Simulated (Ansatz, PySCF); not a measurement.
Reaction (SMILES): Br[Se]Br [bromo selenohypobromite] -> Br[Se]Br as doublet, charge +1 + e-
Each molecule is optimised on its own at B3LYP-D3(BJ)/def2-TZVP (Ansatz, a quantum-chemistry and plane-wave program).

Property: adiabatic ionisation energy (0 K, with B3LYP-D3(BJ) harmonic zero-point energies from PySCF), in eV. Correlated levels leave the core frozen unless marked. UHF or UKS for open shells. No spin-orbit coupling. Frozen are the shells of the preceding noble gas and the d and f shells that filled before the atom's block. No relativistic terms. Basis-set limits of correlation are two-point, X^-3; Hartree-Fock from the larger set. [CCSD(T)-MP2]/basis is that difference in the basis named.

```tsv
level	program	adiabatic ionisation energy (eV)
HF/def2-TZVPD	PySCF	8.43
HF/aug-cc-pVQZ	Ansatz	8.41
PBE/def2-TZVPD	Ansatz	8.65
PBE-D3(BJ)/def2-TZVPD	Ansatz + dftd3	8.65
```

Question: Predict the RI-MP2/CBS(aug-cc-pVTZ,aug-cc-pVQZ)+[CCSD(T)-MP2]/aug-cc-pVTZ result (Ansatz).

Answer: 9.11 eV
